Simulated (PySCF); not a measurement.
Ru+: excitation energy

Ru+ [Kr] 4d7 (4F) → Ru+ [Kr] 4d6 5s1 (6D), as a difference of total energies. All numbers are calculated (PySCF 2.14, a scalar-relativistic core potential, in def2-TZVPPD with the def2 core potential (28 electrons)). Correlated levels: valence: 4s2 4p6 frozen. The calculations carry no spin-orbit coupling.

```tsv
method	excitation energy (eV)
UHF	0.364
MP2 (valence)	1.009
SCS-MP2 (valence)	1.486
CCSD (valence)	0.965
CCSD(T) (valence)	1.002
```

Problem. How much does correlation contribute at CCSD(T) (valence)?

Solution. 1.002 − (0.364) = 0.638 eV, measured against UHF.

Errors of the correlated levels include the incompleteness of this basis and the frozen core.

For comparison: 1.090 eV (measured; NIST levels, between the centres of gravity of the two terms).
